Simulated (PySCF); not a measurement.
Question: What does the PBE0-D3(BJ)/def2-SVP structure of InChI=1S/C4H7B/c1-4-5(2)3/h1H,2-3H3 look like in three dimensions?

Answer: 
```xyz
12
C4H7B angstrom
B      0.0467    0.0543    0.0029
C      1.6155    0.0190   -0.0370
H      1.9380   -0.0606    1.0203
H      2.0666    0.9414   -0.4323
H      2.0333   -0.8591   -0.5503
C     -0.7487    1.4074    0.0219
H     -0.9856    1.6322   -1.0369
H     -0.1592    2.2576    0.3969
H     -1.7138    1.3545    0.5462
C     -0.7299   -1.2680    0.0255
C     -1.3500   -2.3181    0.0401
H     -1.8974   -3.2434    0.0536
```

Orientation and origin are arbitrary. Atoms count from 1 in this order. The 5 heavy atoms lie in one plane (0.001 Å rms). The 3 B–C bonds span 1.534 Å (B1–C10) to 1.570 Å (B1–C2), a spread of 0.036 Å. B1 (boron bonded to 3 C) is planar (angles 121.7°, 119.1° and 119.1°, sum 360.0°, 0.00 Å off the plane of its three neighbours).

Bonds between heavy atoms (Å): B1–C2 1.570, B1–C6 1.570, B1–C10 1.534, C10–C11 1.220.

Computed with PySCF, PBE0-D3(BJ)/def2-SVP geometry optimisation, gas phase.

Point group: C2 (tolerance 0.08 Å). Stationary, but not proved a minimum.
